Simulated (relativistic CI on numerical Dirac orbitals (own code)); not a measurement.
**Calculated levels, P VII**

Computed by Dirac-Coulomb-Breit CI, KLI orbitals optimised for each configuration, model QED (radiative potential, 1s self-energy scaled to tabulated hydrogen-like ionisation energies), valence Slater integrals scaled by 0.9, configuration energies shifted to the measured levels that pair with them (semi-empirical) (own radial code, finite nucleus).

Configuration list (outside the closed core 1s2): 2s²2p⁵, 2s²2p⁴3s, 2s²2p⁴3d, 2s²2p⁴4s, 2s2p⁶, 2s²2p⁴3p, 2p⁶3s, 2p⁶3p, 2s2p⁵3s, 2p⁶3d, 2s²2p⁴4p, 2s2p⁵3p, 2s²2p⁴4d, 2s²2p⁴4f, 2s2p⁵3d, 2s²2p³3s², 2s²2p³3s3p, 2s²2p³3p², 2s²2p³3s3d, 2s2p⁵4s, 2s2p⁵4p, 2s²2p³3p3d, 2s2p⁵4d, 2s2p⁵4f, 2s2p⁴3s², 2s²2p³3d², 2s2p⁴3s3p, 2s2p⁴3p², 2s2p⁴3s3d. Levels of other configurations are missing.

The lowest level is 2s²2p⁵ ²P°3/2, with 100 % of that term; Hund's rules for 2s²2p⁵ give ²P° with J = 3/2, in agreement.

| No. | Configuration | Term | J | E (cm⁻¹) | % | Landé g |
| --- | --- | --- | --- | --- | --- | --- |
| 1 | 2s²2p⁵ | ²P° | 3/2 | 0 | 100 | 1.333 |
| 2 | 2s²2p⁵ | ²P° | 1/2 | 7231 | 100 | 0.665 |
| 3 | 2s2p⁶‡ | ²S | 1/2 | 470045 | 99 | 2.001 |
| 4 | 2p⁴(3P)3s | ⁴P | 5/2 | 1260817 | 99 | 1.599 |
| 5 | 2p⁴(3P)3s | ⁴P | 3/2 | 1265153 | 96 | 1.721 |
| 6 | 2p⁴(3P)3s | ⁴P | 1/2 | 1267752 | 99 | 2.659 |
| 7 | 2p⁴(3P)3s | ²P | 3/2 | 1277380 | 96 | 1.342 |
| 8 | 2p⁴(3P)3s | ²P | 1/2 | 1282476 | 99 | 0.677 |
| 9 | 2p⁴(1D)3s | ²D | 5/2 | 1315244 | 99 | 1.201 |
| 10 | 2p⁴(1D)3s | ²D | 3/2 | 1315340 | 99 | 0.803 |
| 11 | 2p⁴(3P)3p‡ | ⁴P° | 5/2 | 1354613 | 96 | 1.592 |
| 12 | 2p⁴(3P)3p‡ | ⁴P° | 3/2 | 1355909 | 94 | 1.721 |
| 13 | 2p⁴(3P)3p‡ | ⁴P° | 1/2 | 1357870 | 97 | 2.630 |
| 14 | 2p⁴(3P)3p‡ | ⁴D° | 7/2 | 1365342 | 99 | 1.427 |
| 15 | 2p⁴(1S)3s | ²S | 1/2 | 1367268 | 96 | 2.001 |
| 16 | 2p⁴(3P)3p‡ | ⁴D° | 5/2 | 1367611 | 82 | 1.350 |
| 17 | 2p⁴(3P)3p‡ | ⁴D° | 3/2 | 1369905 | 94 | 1.197 |
| 18 | 2p⁴(3P)3p‡ | ⁴D° | 1/2 | 1370997 | 99 | 0.018 |
| 19 | 2p⁴(3P)3p‡ | ²D° | 5/2 | 1374317 | 85 | 1.226 |
| 20 | 2p⁴(3P)3p‡ | ²P° | 1/2 | 1376747 | 70 | 1.057 |
| 21 | 2p⁴(3P)3p‡ | ²D° | 3/2 | 1377804 | 70 | 0.956 |
| 22 | 2p⁴(3P)3p‡ | ²P° | 3/2 | 1381078 | 61 | 1.304 |
| 23 | 2p⁴(3P)3p‡ | ⁴S° | 3/2 | 1381945 | 85 | 1.886 |
| 24 | 2p⁴(3P)3p‡ | ²S° | 1/2 | 1383289 | 72 | 1.628 |
| 25 | 2p⁴(1D)3p‡ | ²F° | 5/2 | 1412878 | 99 | 0.860 |
| 26 | 2p⁴(1D)3p‡ | ²F° | 7/2 | 1413911 | 99 | 1.144 |
| 27 | 2p⁴(1D)3p‡ | ²D° | 3/2 | 1424276 | 99 | 0.803 |
| 28 | 2p⁴(1D)3p‡ | ²D° | 5/2 | 1424877 | 99 | 1.199 |
| 29 | 2p⁴(1D)3p‡ | ²P° | 3/2 | 1445393 | 98 | 1.333 |
| 30 | 2p⁴(1D)3p‡ | ²P° | 1/2 | 1447912 | 98 | 0.665 |

Energies count from the lowest computed level; ° marks odd parity. Percentages are summed over parent terms; the parents shown are those of the largest component, closed shells are left out there. ‡ marks configurations that were not tied to measured data.

The mean weight of the leading LS term, summed over parents, in these 30 levels is 93 %, and that of the leading jj configuration (from the same eigenvectors) 62 %, so LS coupling describes them better.

Configurations whose levels could be paired with our table of measured levels were shifted onto them, all but the ground configuration, by the median error of their levels; single terms can still be off by 1,000 to 2,000 cm⁻¹ or more, and rates follow the energies as ν³ (E1, M1) or ν⁵ (E2). The others borrow a shift and can be off by several thousand cm⁻¹ or more. 13 of the 15 excited levels that our extract of the measured tables holds in this range could be paired (the sources list more); they are missed by 1236 cm⁻¹ on average and 8542 at most, after the shifts were fitted to these levels, and levels without a partner can miss by more.
